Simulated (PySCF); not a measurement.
## Mo(2+): excitation energy

Mo(2+) [Kr] 4d4 (5D) → Mo(2+) [Kr] 4d3 5s1 (5F), as a difference of total energies. All numbers are calculated (PySCF 2.14, the spin-free X2C one-electron Hamiltonian (Gaussian nucleus), in x2c-QZVPPall (13s8p7d3f2g, 111 functions)). Correlated levels: valence: [Kr] frozen. The calculations carry no spin-orbit coupling.

```tsv
method	excitation energy (cm⁻¹)
UHF	31450
MP2 (valence)	32923
SCS-MP2 (valence)	31941
CCSD (valence)	32920
CCSD(T) (valence)	32927
```

A first-order spin-orbit estimate (lowest level to lowest level, LS coupling) adds -0.061 eV.

The basis was made for the ground configuration and has no added diffuse functions, so the excitation energy can come out too high.
